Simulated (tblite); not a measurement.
C4H12Ge, triplet, at the geometry of the source list (a higher spin typed on purpose: for a closed-shell molecule this is an excited state); GFN1-xTB run with tblite.

The tblite input:
```
$ tblite run mol.xyz --method gfn1 --charge 0 --spin 2 --etemp 2000 --json tblite.json --no-restart

# file mol.xyz
17

Ge     1.85720000     0.92320000    -0.02010000
C      0.55550000    -0.11330000     1.04580000
C     -0.77790000    -0.43900000     0.37320000
C     -0.59960000    -1.50680000    -0.70060000
C     -1.40340000     0.81520000    -0.22470000
H      3.17210000     0.94820000     0.69370000
H      2.12600000     0.36860000    -1.38440000
H      1.44780000     2.34930000    -0.20180000
H      0.36660000     0.46060000     1.95700000
H      1.03610000    -1.04230000     1.36100000
H     -1.45630000    -0.83560000     1.14090000
H      0.12200000    -1.17200000    -1.44360000
H     -1.54410000    -1.70630000    -1.20110000
H     -0.23900000    -2.43650000    -0.26390000
H     -0.82780000     1.13540000    -1.09430000
H     -1.40790000     1.62390000     0.50350000
H     -2.42730000     0.62740000    -0.54060000
```

What the program printed (banner, timings and long lists left out):

```
xTB calculator
 | screened Coulomb repulsion
 | Coulomb electrostatics
 |  * isotropic Klopman-Ohno-Mataga-Nishimoto electrostatics
 |  * onsite third-order electrostatics
 | DFT-D3(BJ) dispersion correction

halogen bonding energy    0.0000000000000E+00 Eh
repulsion energy          2.1704711552253E-01 Eh
dispersion energy        -6.5321196347586E-03 Eh
number of electrons       3.2000000000000E+01 e
integral cutoff           4.0000000000000E+01 bohr

------------------------------------------------------------
  cycle        total energy    energy error   density error
------------------------------------------------------------
      1     -16.26980649153  -1.6480321E+01   4.9341790E-01
      2     -16.23113748578   3.8669006E-02   3.1769832E-01
      3     -15.45700484974   7.7413264E-01   2.5671446E-01
      4     -16.35402296700  -8.9701812E-01   5.6557036E-02
      5     -16.36405316743  -1.0030200E-02   2.2197544E-02
      6     -16.36489442811  -8.4126068E-04   1.5190872E-02
      7     -16.36522064078  -3.2621267E-04   3.3083718E-03
      8     -16.36521053736   1.0103424E-05   2.6116383E-03
      9     -16.36522675618  -1.6218820E-05   2.4579541E-04
     10     -16.36522697737  -2.2119324E-07   9.3188804E-05
     11     -16.36522698594  -8.5733731E-09   3.6159499E-05
     12     -16.36522698928  -3.3411531E-09   1.5784336E-05
------------------------------------------------------------

electronic energy        -1.6575741985171E+01 Eh
total energy             -1.6365226989283E+01 Eh

Post processing:
 | Mayer-Wiberg bond orders

[Info] JSON dump of results written to 'tblite.json'
```
